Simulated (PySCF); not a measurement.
Isomers of C6H7F3, mass 136.050 u with the commonest isotopes. Method used: PBE0-D3(BJ)/def2-SVP geometry optimisation, gas phase in PySCF. One conformer each, none proved a minimum here; rigid rotors.

Question: Order these by rotational constant B, smallest first.
A. `[CH2:1]=[CH:2]/[CH:3]=[CH:4]\[CH2:5][C:6]([F:7])([F:8])[F:9]` with C1–C2–C3–C4 180°, C3–C4–C5–C6 114°
B. `CC=C=C(C)C(F)(F)F`
C. `[CH2:1]=[CH:2][C:3](=[CH2:4])[CH2:5][C:6]([F:7])([F:8])[F:9]` with C1–C2–C3–C4 178°, C2–C3–C5–C6 88°

Answer: A (767.1 MHz), B (1001 MHz), C (1248 MHz).

Question: Order these by dipole moment, smallest first.
A. `[CH2:1]=[CH:2][C:3](=[CH2:4])[CH2:5][C:6]([F:7])([F:8])[F:9]` with C1–C2–C3–C4 178°, C2–C3–C5–C6 88°
B. `CC=C=C(C)C(F)(F)F`
C. `[CH2:1]=[CH:2]/[CH:3]=[CH:4]\[CH2:5][C:6]([F:7])([F:8])[F:9]` with C1–C2–C3–C4 180°, C3–C4–C5–C6 114°

Answer: A (2.01 D), C (2.13 D), B (2.68 D).

Question: Order these by rotational constant C, smallest first.
A. `CC=C=C(C)C(F)(F)F`
B. `[CH2:1]=[CH:2][C:3](=[CH2:4])[CH2:5][C:6]([F:7])([F:8])[F:9]` with C1–C2–C3–C4 178°, C2–C3–C5–C6 88°
C. `[CH2:1]=[CH:2]/[CH:3]=[CH:4]\[CH2:5][C:6]([F:7])([F:8])[F:9]` with C1–C2–C3–C4 180°, C3–C4–C5–C6 114°

Answer: C (724.3 MHz), A (869.6 MHz), B (989.4 MHz).

| SMILES | point group | Ia (u·Å²) | Ib (u·Å²) | Ic (u·Å²) | κ | μa (D) | μb (D) | μc (D) |
| --- | --- | --- | --- | --- | --- | --- | --- | --- |
| C=C/C=C\CC(F)(F)F | C1 | 139.91 | 658.79 | 697.76 | -0.97 | 1.76 | 0.46 | 1.11 |
| CC=C=C(C)C(F)(F)F | C1 | 193.76 | 504.79 | 581.15 | -0.85 | 2.37 | 1.27 | 0.03 |
| C=CC(=C)CC(F)(F)F | C1 | 206.61 | 405.11 | 510.80 | -0.65 | 1.62 | 0.51 | 1.08 |
